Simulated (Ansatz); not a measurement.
`O=C=NB(F)Cl` + NH₃ → `NB(F)Cl` + `N=C=O` at 700 K and 1 bar (ligand exchange at a B–N bond).

Isolated molecules relaxed with PBE0-D4/def2-TZVP in Ansatz; ΔE leaves out vibrations. CCSD(T)/CBS is the MP2 limit (def2-TZVPP, def2-QZVPP) plus CCSD(T) − MP2 in def2-TZVPP, frozen cores. This one scheme is used for every species. One conformer a species, not always the lowest.

```
      species  CCSD(T)/CBS energy (Eh)  H − E (kJ/mol)  S (J/(mol·K))
`O=C=NB(F)Cl`               -752.42964           115.6          414.4
          NH₃                -56.50880           116.9          226.5
    `NB(F)Cl`               -640.42619           141.7          360.3
      `N=C=O`               -168.51995            89.3          283.6
```

H − E and S are ideal-gas, rigid-rotor, harmonic terms from PBE0-D4/def2-TZVP, for one conformer and one mirror image of each species. 1 Eh = 2625.50 kJ/mol, R = 8.31446 J/(mol·K).

Question: By hand: ΔE, ΔH, ΔS and ΔG.

Answer: ΔE = (-640.42619) + (-168.51995) − (-752.42964) − (-56.50880) = -0.00770 Eh = -20.2 kJ/mol. Δ(H − E) = 141.7 + 89.3 − 115.6 − 116.9 = -1.5, so ΔH = -21.7 kJ/mol. ΔS = 360.3 + 283.6 − 414.4 − 226.5 = 3.0 J/(mol·K). ΔG = -21.7 − 700 × (3.0)/1000 = -23.8 kJ/mol.

Question: By hand: the equilibrium constant, and the temperature at which ΔG would vanish if ΔH and ΔS stayed fixed.

Answer: log₁₀ K = −ΔG/(RT ln 10) = 1.8. ΔH and −TΔS have one sign here, so there is no such temperature. One of them is within its doubt of zero, so this could turn.

The number of gas molecules stays the same, so ΔS is small and ΔH decides. A doubt of 5 kJ/mol in ΔE shifts log₁₀ K by 0.4 here. Other conformers and mirror images would add mixing entropy, several J/(mol·K) or more a flexible species. These are equilibria of isolated gas molecules and say nothing of rates. Largest T1 diagnostic: 0.018 (customary marks: 0.02 for closed shells, 0.045 for open ones).
